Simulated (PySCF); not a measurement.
**ECD: `C1[CH2][GeH2][C@H](C)[C@@H]1F`, C5H11FGe**

Geometry:
```csv
atom,x (Å),y (Å),z (Å)
C1,2.279,0.199,0.011
C2,0.841,-0.102,0.401
Ge3,-0.426,1.435,0.456
C4,-1.955,0.301,-0.113
C5,-1.347,-1.100,-0.241
C6,0.119,-0.955,-0.632
F7,0.159,-0.254,-1.834
H8,2.306,0.711,-0.949
H9,2.861,-0.719,-0.070
H10,2.745,0.841,0.755
H11,0.826,-0.643,1.351
H12,-0.063,2.516,-0.519
H13,-0.571,2.081,1.811
H14,-2.796,0.303,0.577
H15,-2.323,0.634,-1.082
H16,-1.388,-1.630,0.712
H17,-1.879,-1.694,-0.986
H18,0.602,-1.920,-0.824
```

Method used: TDDFT B3LYP/def2-SVPD circular dichroism and optical rotation, one conformer, gas phase (PySCF 2.14.0). Geometry: GFN2-xTB.

The calculation is non-relativistic, which matters for the atoms heavier than Zn. States above about 7.5 eV (minus the energy of the highest occupied orbital) lie near or above the ionisation threshold and depend on the basis.

Task: Assign R or S to each stereocentre.

Result: C2 R, C6 R.

Task: List the lowest 12 singlet excitations with oscillator and rotatory strengths.

Result: Rotatory strengths R in 10⁻⁴⁰ esu² cm², velocity form and length form (origin at the centre of mass); f in length form.
| state | E (eV) | λ (nm) | f | R (velocity) | R (length) | main |
| --- | --- | --- | --- | --- | --- | --- |
| 1 | 6.85 | 181 | 0.002 | +2.0 | +2.8 | HOMO→LUMO 0.98 |
| 2 | 7.05 | 176 | 0.041 | -3.3 | -2.9 | HOMO→LUMO+1 0.95 |
| 3 | 7.51 | 165 | 0.045 | +24.3 | +23.8 | HOMO→LUMO+2 0.88 |
| 4 | 7.68 | 161 | 0.077 | -54.1 | -54.0 | HOMO→LUMO+3 0.66, HOMO−1→LUMO 0.20 |
| 5 | 7.72 | 161 | 0.032 | +10.8 | +11.2 | HOMO−1→LUMO 0.65, HOMO−1→LUMO+1 0.22 |
| 6 | 7.78 | 159 | 0.134 | +52.0 | +52.4 | HOMO−1→LUMO+1 0.59, HOMO→LUMO+3 0.18 |
| 7 | 8.02 | 155 | 0.004 | -1.9 | -2.0 | HOMO→LUMO+4 0.65, HOMO→LUMO+5 0.16 |
| 8 | 8.08 | 153 | 0.009 | +27.0 | +25.8 | HOMO−2→LUMO+1 0.48, HOMO→LUMO+4 0.29 |
| 9 | 8.14 | 152 | 0.005 | -7.9 | -7.3 | HOMO→LUMO+5 0.61, HOMO−2→LUMO 0.15 |
| 10 | 8.18 | 152 | 0.033 | +12.9 | +13.1 | HOMO−2→LUMO 0.73, HOMO−2→LUMO+1 0.17 |
| 11 | 8.31 | 149 | 0.038 | -24.2 | -23.7 | HOMO−1→LUMO+2 0.60, HOMO→LUMO+6 0.21 |
| 12 | 8.35 | 148 | 0.004 | -1.0 | -1.4 | HOMO→LUMO+6 0.55, HOMO→LUMO+7 0.18 |

Among the states computed, the strongest CD band (largest |R|) is state 4. The largest dissymmetry factor in size, g = 4R/(D+G), with D and G the electric and magnetic dipole strengths, is +0.035 for state 8 (velocity form, f = 0.009), among bands with |R| over 0.5. The mirror image has the same energies and oscillator strengths and all R with the opposite sign.
